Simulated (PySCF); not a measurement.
## State search for GeBi⁺

Unrestricted PBE0; basis Ge cc-pVDZ-PP with ECP10, Bi cc-pVDZ-PP with ECP60; scalar-relativistic core potentials; PySCF 2.14. Outer shells of the fragments: Ge 3d10 4s2 4p2; Bi+ 5d10 6s2 6p2.

Followed along the bond (rough minima from three points):

```
2Ms+1  unpaired  ⟨S²⟩ at the start  R at minimum (Å)  Te (eV)
    3      π ↑↑               2.00              2.69     0.00
    1      π ↑↓               1.00              2.69     0.24
    3  σ ↑, π ↑               2.29              2.55     0.63
    1  σ ↑, π ↓               1.30              2.55     0.84
    1      none               0.00              2.70     0.85
```

Solutions found at the starting distance of 2.720 Å, counted from the lowest of them; the search is not exhaustive and high or unbound solutions are not listed, so other states can lie among these:

| 2Ms+1 | unpaired | term | E (eV) | ⟨S²⟩ | ⟨Lz²⟩ | μ (D) |
| --- | --- | --- | --- | --- | --- | --- |
| 3 | π ↑↑ | ³Σ⁻ | 0.00 | 2.00 | 0.00 | -2.93 |
| 1 | π ↑↓ | mixed | 0.24 | 1.00 | 2.01 | -2.79 |
| 3 | σ ↑, π ↑ | ³Π | 0.74 | 2.29 | 1.02 | -2.82 |
| 1 | none | mixed | 0.85 | 0.00 | 2.00 | -2.48 |
| 1 | σ ↑, π ↓ | mixed | 0.96 | 1.30 | 1.02 | -2.79 |
| 5 | σ ↑, π ↑↑↑ | ⁵Π | 1.30 | 6.00 | 1.00 | -2.13 |
| 3 | π ↑↑ | mixed | 2.06 | 2.00 | 2.01 | -0.57 |
| 5 | σ ↑↑, π ↑↑ | ⁵Σ⁻ | 3.82 | 6.00 | 0.00 | -3.06 |
| 5 | π ↑↑↑↑ | ⁵Σ⁺ | 4.19 | 6.01 | 0.00 | 0.15 |
| 5 | σ ↑↑, π ↑↑ | mixed | 6.00 | 6.00 | 2.01 | 0.48 |

A term symbol is given only where ⟨S²⟩ and ⟨Lz²⟩ are close to those of a pure state; real π, δ and φ orbitals otherwise mix terms. A positive dipole points towards Bi; it is taken about the centre of mass and depends on that origin.

These are scalar-relativistic numbers at best; spin–orbit coupling would shift them, the dissociation energy most.
